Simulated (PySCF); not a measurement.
A series of substituents X on one scaffold: allenyl-X. Gas-phase values, no solvent. One relaxed conformer stands for each flexible species; it need not be the lowest. Strings in code marks are SMILES.

Calculation: ωB97X-D3(BJ)/def2-TZVP // PBE0-D3(BJ)/def2-TZVP in PySCF 2.14.0. Excitations are Tamm–Dancoff values on a coarser integration grid. The basis has no diffuse functions, so Rydberg states are missing or too high.

A: X = thioformyl
B: X = vinyl (`C=C=CC=C`)
C: X = formyl (`C=C=CC=O`)
D: X = AlH2
E: X = hydroxymethyl

Which member has the lowest brightest of the four lowest singlets (TDA)?

A (5.32 eV); next is D (6.16 eV).
